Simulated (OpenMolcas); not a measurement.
Ag2+ (d9) among equal point charges was computed by CASSCF with the d shell active (OpenMolcas, ANO-RCC-VDZP on the metal). Its lowest spin-free states, and all those of the highest spin:

```json
{"2S+1": "2", "Degeneracy": "1", "E (cm-1)": "0.0"}
{"2S+1": "2", "Degeneracy": "1", "E (cm-1)": "2102"}
{"2S+1": "2", "Degeneracy": "1", "E (cm-1)": "4372"}
{"2S+1": "2", "Degeneracy": "2", "E (cm-1)": "5461"}
```

Question: Is the site octahedral, tetrahedral or cube-like, axial, or of lower symmetry?

Answer: The states with 2S+1 = 2 have orbital degeneracies 1, 1, 1, 2. There are pairs but no triples, so the site is axial: not cubic, but with a proper or improper axis of order three or more. The run had Ag2+ among 6 point charges of -1.7 e arranged as a tetragonal octahedron (D4h), 2.22 Å from the ion, with the axial distance 2.353 Å.

Point charges carry no covalency, so the field is a model and not that of real ligands. No measured value stands beside these numbers.
